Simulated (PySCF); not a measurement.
SiOBr₂, SMILES O=[Si](Br)Br.

Geometry: B3LYP-D3(BJ)/def2-SVP.

Computed with ωB97X/def2-TZVPD in PySCF.

The molecule is in vacuum.

```
Quantity                                                                                                       Result
---------------------------------------------------------------------------------------------  ----------------------
total energy                                                                                      -5513.20272 hartree
point group                                                                                                       C2v
highest occupied level                                                                                      -11.11 eV
lowest empty level                                                                                           -0.46 eV
orbital gap                                                                                                  10.65 eV
dipole moment                                                                                               0.723 e·Å
quadrupole, principal values (traceless, Buckingham form, about the centre of nuclear charge)  -13.69, 6.10, 7.59 D·Å
mean static polarisability                                                                      69.8 bohr³ (10.35 Å³)
polarisability, principal values                                                               52.1, 71.6, 85.8 bohr³
```
